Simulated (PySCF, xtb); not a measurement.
Sn(H)(Cl)2(Me) (CH4Cl2Sn), SMILES [CH3][SnH]([Cl])[Cl].

GFN2-xTB run with xtb at its own geometry gives an orbital gap of 3.90 eV and a dipole moment of 3.75 D.

Coordinates come from a r2SCAN-D4/def2-SVP optimisation. The structure was generated by enumeration; whether it is a known compound was not checked. The def2 effective core potentials stand for the cores of Sn; spin–orbit coupling is left out.

### Question
What does PBE/def2-TZVP (PySCF) give? (Estimate from the structure and the level; the computed values follow.)

### Answer
gap 5.05 eV (levels -7.30 and -2.24 eV), dipole 3.41 D.
